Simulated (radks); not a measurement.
Numerical settings for the indium ion In+, [Kr] 4d10 5s2. All-electron calculation, Dirac Kohn-Sham, PBE, spin-unpolarised, spherical densities, finite nucleus; Fermi nuclear charge, rms radius 4.6156 fm. Program: a radial shooting solver on a logarithmic mesh with Libxc functionals. The defaults (mesh step 0.008 in ln r, mesh end at 40 bohr or more with all orbitals vanishing there, Anderson mixing 0.5 over 9 steps, residual threshold near 1e-9 with the energy settled to 1e-9 hartree or 1e-11 of itself, here a cap of 52 iterations) give E = -5882.8747 hartree and 5s1/2 at -14.923 eV in 13 iterations. Run on one thread of a shared host, so times are rough (Intel(R) Xeon(R) Platinum 8488C): 0.18 s of CPU time, 0.18 s wall, 13 iterations on 2314 mesh points. Changes against that run (0 stands for a change within the tolerance of the run):

| setting | iterations | converged | E (mhartree) | e(5s1/2) (meV) | CPU (s) |
|---|---|---|---|---|---|
| mesh step in ln r 0.02 | 13 | yes | +0.000238 | 0 | 0.08 |
| mesh step in ln r 0.2 | 4 | no | diverged | - | 0.03 |
| mesh step in ln r 0.08 | 4 | no | diverged | - | 0.03 |
| mesh end (bohr) 20 | 13 | yes | 0 | 0 | 0.17 |
| mesh end (bohr) 400 | 13 | yes | 0 | 0 | 0.18 |
| residual threshold 0.1 | 8 | yes | 0 | +4.25 | 0.13 |
| residual threshold 0.01 | 8 | yes | 0 | +4.25 | 0.14 |
| mixing 0.2 | 17 | yes | 0 | 0 | 0.21 |
| linear mixing, mixing 0.2 | 52 | no | 0 | -0.0234 | 0.5 |
| linear mixing, mixing 0.8 | 52 | no | +0.000605 | +2.4 | 0.65 |
| mixing history 20 | 20 | yes | 0 | 0 | 0.23 |
| iteration cap 2 | 2 | no | +442 | -1.02e+04 | 0.04 |

No run marked as converged misses the energy by more than 1 mhartree. A mesh that ends early acts as a hard wall.
